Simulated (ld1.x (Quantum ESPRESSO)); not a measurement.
# Kr (Z = 36): one change to a TM potential, before and after

Kr, norm-conserving Troullier–Martins (Kleinman–Bylander form), made with ld1.x (Quantum ESPRESSO) 7.5 (PBE, scalar-relativistic). Core [Ar], reference 3d10 4s2 4p6. Waves: 4s (bound): rc 1.20 bohr; 4p (bound): rc 1.55 bohr; 3d (bound): rc 0.90 bohr. Local part: the d channel. Core correction: none.

All-electron outer shells of the reference configuration (PBE, scalar-relativistic, ld1.x):

```json
{"shell": "3s", "level (eV)": "-263.97", "outermost node (bohr)": "0.22", "outermost maximum (bohr)": "0.47"}
{"shell": "3p", "level (eV)": "-195.19", "outermost node (bohr)": "0.20", "outermost maximum (bohr)": "0.46"}
{"shell": "3d", "level (eV)": "-81.40", "outermost node (bohr)": "–", "outermost maximum (bohr)": "0.41"}
{"shell": "4s", "level (eV)": "-23.05", "outermost node (bohr)": "0.64", "outermost maximum (bohr)": "1.34"}
{"shell": "4p", "level (eV)": "-9.25", "outermost node (bohr)": "0.67", "outermost maximum (bohr)": "1.55"}
```

Change: wave 4s (bound): rc 1.20 bohr becomes 4s (bound): rc 1.00 bohr.

Cutoffs: the cutoffs (Ry, on a coarse ladder) from which the occupation-weighted sum of valence levels, in a spherical-Bessel basis at the reference potential, stays within 10 and 1 mRy of its value at 400 Ry; they do not see the model core or the augmentation charge, which bear on the density cutoff. Errors are all-electron minus pseudo energies relative to the spin-unpolarised reference configuration.

Question: What does the change do?

Answer: Both files keep a bound ghost (p, s); of the 7 tests that both files solve, the error grows in 2 and shrinks in 3 by more than 15 % and 0.3 meV (median size 7.9 → 6.4 meV).

```csv
quantity,base,changed
"cutoff, loose",over 300 Ry,over 300 Ry
"cutoff, tight",over 300 Ry,over 300 Ry
loose cutoff by channel (10 mRy a level),"s 45 Ry, p 50 Ry, d 300 Ry","s 90 Ry, p 50 Ry, d 300 Ry"
bound ghosts,"s, p","s, p"
"error for 3d10 4s2 4p5, meV [ΔE 14.29 eV]",-0.1,-0.4
"error for 3d10 4s2 4p4, meV [ΔE 39.46 eV]",+7.9,+6.4
"error for 3d10 4s2 4p3, meV [ΔE 76.54 eV]",+33,+28
"error for 3d10 4s2 4p2, meV [ΔE 126.35 eV]",+87,+77
"error for 3d9 4s2 4p6, meV [ΔE 93.87 eV]",-674,-554
"error for 3d10 4s1 4p6, meV [ΔE 28.80 eV]",+2.9,-4.9
"error for 3d10 4s2 4p5.5, meV [ΔE 5.86 eV]",-0.6,-0.7
s: phases at 1.71 bohr within 0.05 rad from the reference energy up to (Ry; the scan ends near 5),2.6,2.7
p: phases at 1.71 bohr within 0.05 rad from the reference energy up to (Ry; the scan ends near 5),to the end of the scan,to the end of the scan
d: phases at 1.71 bohr within 0.05 rad from the reference energy up to (Ry; the scan ends near 5),0.6,0.6
```

 A true bound ghost makes a file unfit for plane-wave use even where its test errors are small: the radial tests pick states by their node count and pass the ghost by.
